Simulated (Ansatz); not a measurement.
Frontier orbitals of C₂HBCl₂ (`C#CB(Cl)Cl`).

The species carries charge 0 and has multiplicity 1. Geometry: relaxed with PBE0-D4/def2-TZVP. Basis def2-TZVPP, the Gaussian-basis code of Ansatz.

Compute the vertical ionisation energy as the energy of the cation minus that of the neutral molecule, at each level. (An estimate is asked.)

Ansatz gave: 
```json
{"level": "PBE-D4/def2-TZVPP", "IE (eV)": "10.29", "difference from CCSD(T)/CBS(def2)": "-0.99"}
{"level": "r2SCAN-D4/def2-TZVPP", "IE (eV)": "10.45", "difference from CCSD(T)/CBS(def2)": "-0.83"}
{"level": "PBE0-D4/def2-TZVPP", "IE (eV)": "10.71", "difference from CCSD(T)/CBS(def2)": "-0.57"}
{"level": "B3LYP-D4/def2-TZVPP", "IE (eV)": "10.64", "difference from CCSD(T)/CBS(def2)": "-0.64"}
{"level": "ωB97X-V/def2-TZVPP", "IE (eV)": "11.03", "difference from CCSD(T)/CBS(def2)": "-0.25"}
{"level": "ωB97M-V/def2-TZVPP", "IE (eV)": "10.97", "difference from CCSD(T)/CBS(def2)": "-0.31"}
{"level": "B2PLYP/def2-TZVPP", "IE (eV)": "10.98", "difference from CCSD(T)/CBS(def2)": "-0.30"}
{"level": "HF/def2-TZVPP", "IE (eV)": "9.80", "difference from CCSD(T)/CBS(def2)": "-1.48"}
{"level": "MP2/def2-TZVPP", "IE (eV)": "11.48", "difference from CCSD(T)/CBS(def2)": "0.20"}
{"level": "CCSD/def2-TZVPP", "IE (eV)": "11.06", "difference from CCSD(T)/CBS(def2)": "-0.22"}
{"level": "CCSD(T)/def2-TZVPP", "IE (eV)": "11.13", "difference from CCSD(T)/CBS(def2)": "-0.15"}
{"level": "HF/def2-QZVPP", "IE (eV)": "9.80", "difference from CCSD(T)/CBS(def2)": "-1.48"}
{"level": "MP2/def2-QZVPP", "IE (eV)": "11.56", "difference from CCSD(T)/CBS(def2)": "0.29"}
{"level": "HF/CBS(def2)", "IE (eV)": "9.79", "difference from CCSD(T)/CBS(def2)": "-1.48"}
{"level": "MP2/CBS(def2)", "IE (eV)": "11.63", "difference from CCSD(T)/CBS(def2)": "0.35"}
{"level": "CCSD/CBS(def2)", "IE (eV)": "11.21", "difference from CCSD(T)/CBS(def2)": "-0.07"}
{"level": "CCSD(T)/CBS(def2)", "IE (eV)": "11.28", "difference from CCSD(T)/CBS(def2)": "0.00"}
```

B3LYP here is the variant with VWN-RPA as its local correlation; programs differ in this.
